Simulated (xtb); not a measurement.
xtb input (GFN1-xTB):

```bash
xtb mol.xyz --gfn 1 --sp --chrg 0 --uhf 0
```
mol.xyz:
```
7

C     -2.12565267    -0.30058535    -0.08880920
In    -0.00992723    -0.00162571    -0.00115092
F      1.36666043    -1.39175195     0.07052766
F      0.92717282     1.71705060     0.02713883
H     -2.32387470    -1.25613424    -0.56658204
H     -2.56976909     0.51583691    -0.65193232
H     -2.51050551    -0.30421861     0.92876597
```

Output:

```
           -------------------------------------------------
          |                Calculation Setup                |
           -------------------------------------------------

           -------------------------------------------------
          |                 G F N 1 - x T B                 |
           -------------------------------------------------

        Reference                      10.1021/acs.jctc.7b00118
      * Hamiltonian:
        H0-scaling (s, p, d)           1.850000    2.250000    2.000000
        zeta-weighting                 0.000000
      * Dispersion:
        s8                             2.400000
        a1                             0.630000
        a2                             5.000000
        s9                             0.000000
      * Repulsion:
        kExp                           1.500000
        rExp                           1.000000
      * Coulomb:
        alpha                          2.000000
        third order                    atomic
        anisotropic                    false
      * Halogen bond correction:
        rad-scale                      1.300000
        damping                        0.440000

          ...................................................
          :                      SETUP                      :
          :.................................................:
          :  # basis functions                  28          :
          :  # atomic orbitals                  27          :
          :  # shells                           15          :
          :  # electrons                        24          :
          :  # halogen bonds                     0          :
          :  max. iterations                   250          :
          :  Hamiltonian                  GFN1-xTB          :
          :  restarted?                      false          :
          :  GBSA solvation                  false          :
          :  PC potential                    false          :
          :  electronic temp.          300.0000000     K    :
          :  accuracy                    1.0000000          :
          :  -> integral cutoff          0.2500000E+02      :
          :  -> integral neglect         0.1000000E-07      :
          :  -> SCF convergence          0.1000000E-05 Eh   :
          :  -> wf. convergence          0.2000000E-04 e    :
          :  Broyden damping             0.4000000          :
          :  net charge                          0          :
          :  unpaired electrons                  0          :
          ...................................................

 iter      E             dE          RMSdq      gap      omega  full diag
   1    -15.5852164 -0.155852E+02  0.593E+00    4.88       0.0  T
   2    -15.6213332 -0.361169E-01  0.390E+00    4.21       1.0  T
   3    -15.6203481  0.985151E-03  0.140E+00    4.60       1.0  T
   4    -15.6246671 -0.431903E-02  0.214E-01    4.39       1.0  T
   5    -15.6248563 -0.189199E-03  0.200E-02    4.42       1.9  T
   6    -15.6248596 -0.329569E-05  0.184E-02    4.41       2.1  T
   7    -15.6248614 -0.174477E-05  0.480E-03    4.41       7.9  T
   8    -15.6248615 -0.132696E-06  0.365E-04    4.41     103.4  T
   9    -15.6248615 -0.680675E-09  0.535E-06    4.41    7067.1  T
  10    -15.6248615 -0.852651E-13  0.305E-06    4.41   12389.5  T

   *** convergence criteria satisfied after 10 iterations ***

         #    Occupation            Energy/Eh            Energy/eV
      -------------------------------------------------------------
         1        2.0000           -0.7722735             -21.0146
       ...           ...                  ...                  ...
         6        2.0000           -0.5496214             -14.9560
         7        2.0000           -0.4649554             -12.6521
         8        2.0000           -0.4630761             -12.6009
         9        2.0000           -0.4629676             -12.5980
        10        2.0000           -0.4541110             -12.3570
        11        2.0000           -0.4523179             -12.3082
        12        2.0000           -0.4464204             -12.1477 (HOMO)
        13                         -0.2843049              -7.7363 (LUMO)
        14                         -0.1642309              -4.4689
        15                         -0.1571568              -4.2765
        16                         -0.1535996              -4.1797
        17                         -0.1463201              -3.9816
       ...                                ...                  ...
        27                          0.4912904              13.3687
      -------------------------------------------------------------
                  HL-Gap            0.1621156 Eh            4.4114 eV
             Fermi-level           -0.3653626 Eh           -9.9420 eV

 SCC (total)                   0 d,  0 h,  0 min,  0.004 sec
 SCC setup                      ...        0 min,  0.000 sec (  1.408%)
 Dispersion                     ...        0 min,  0.000 sec (  0.623%)
 classical contributions        ...        0 min,  0.000 sec (  0.240%)
 integral evaluation            ...        0 min,  0.001 sec ( 26.912%)
 iterations                     ...        0 min,  0.001 sec ( 27.148%)
 molecular gradient             ...        0 min,  0.001 sec ( 41.840%)
 printout                       ...        0 min,  0.000 sec (  1.704%)

         :::::::::::::::::::::::::::::::::::::::::::::::::::::
         ::                     SUMMARY                     ::
         :::::::::::::::::::::::::::::::::::::::::::::::::::::
         :: total energy             -15.561616459849 Eh    ::
         :: gradient norm              0.024056949768 Eh/a0 ::
         :: HOMO-LUMO gap              4.411388885298 eV    ::
         ::.................................................::
         :: SCC energy               -15.624861483795 Eh    ::
         :: -> electrostatic           0.071959142661 Eh    ::
         :: repulsion energy           0.064613027684 Eh    ::
         :: dispersion energy         -0.001368003738 Eh    ::
         :: halogen bond corr.         0.000000000000 Eh    ::
         :: add. restraining           0.000000000000 Eh    ::
         :: total charge              -0.000000000000 e     ::
         :::::::::::::::::::::::::::::::::::::::::::::::::::::

           -------------------------------------------------
          |                Property Printout                |
           -------------------------------------------------

    * Orbital Energies and Occupations

         #    Occupation            Energy/Eh            Energy/eV
      -------------------------------------------------------------
         1        2.0000           -0.7722735             -21.0146
         2        2.0000           -0.7529570             -20.4890
         3        2.0000           -0.6703803             -18.2420
         4        2.0000           -0.6030047             -16.4086
         5        2.0000           -0.5499765             -14.9656
         6        2.0000           -0.5496214             -14.9560
         7        2.0000           -0.4649554             -12.6521
         8        2.0000           -0.4630761             -12.6009
         9        2.0000           -0.4629676             -12.5980
        10        2.0000           -0.4541110             -12.3570
        11        2.0000           -0.4523179             -12.3082
        12        2.0000           -0.4464204             -12.1477 (HOMO)
        13                         -0.2843049              -7.7363 (LUMO)
        14                         -0.1642309              -4.4689
        15                         -0.1571568              -4.2765
        16                         -0.1535996              -4.1797
Note: The following floating-point exceptions are signalling: IEEE_DENORMAL
normal termination of xtb
        17                         -0.1463201              -3.9816
        18                         -0.1423352              -3.8731
        19                         -0.1130855              -3.0772
        20                         -0.0909443              -2.4747
        21                         -0.0470719              -1.2809
        22                         -0.0161515              -0.4395
        23                          0.1847515               5.0273
       ...                                ...                  ...
        27                          0.4912904              13.3687
      -------------------------------------------------------------
                  HL-Gap            0.1621156 Eh            4.4114 eV
             Fermi-level           -0.3653626 Eh           -9.9420 eV

  Mulliken/CM5 charges         n(s)   n(p)   n(d)
     1C    -0.07214 -0.22558   1.001  3.071  0.000
     2In    0.66628  0.72605   1.507  0.735  0.092
     3F    -0.37816 -0.40958   1.820  5.558  0.000
     4F    -0.37822 -0.40964   1.820  5.558  0.000
     5H     0.05435  0.10656   0.946  0.000  0.000
     6H     0.05431  0.10652   0.946  0.000  0.000
     7H     0.05357  0.10567   0.946  0.000  0.000

Wiberg/Mayer (AO) data.
largest (>0.10) Wiberg bond orders for each atom

 ---------------------------------------------------------------------------
     #   Z sym  total        # sym  WBO       # sym  WBO       # sym  WBO
 ---------------------------------------------------------------------------
     1   6 C    3.995 --     5 H    0.979     6 H    0.979     7 H    0.976
                             2 In   0.651     3 F    0.205     4 F    0.205
     2  49 In   2.174 --     3 F    0.728     4 F    0.728     1 C    0.651
     3   9 F    1.029 --     2 In   0.728     1 C    0.205
     4   9 F    1.029 --     2 In   0.728     1 C    0.205
     5   1 H    1.002 --     1 C    0.979
     6   1 H    1.002 --     1 C    0.979
     7   1 H    1.002 --     1 C    0.976
 ---------------------------------------------------------------------------

Topologies differ in total number of bonds
Writing topology from bond orders to xtbtopo.mol

 dipole moment from electron density (au)
     X       Y       Z
  -2.3789  -0.3373  -0.0978  total (Debye):    6.112

           -------------------------------------------------
          | TOTAL ENERGY              -15.561616459849 Eh   |
          | GRADIENT NORM               0.024056949768 Eh/α |
          | HOMO-LUMO GAP               4.411388885298 eV   |
           -------------------------------------------------

------------------------------------------------------------------------
------------------------------------------------------------------------
 total:
 SCF:
```
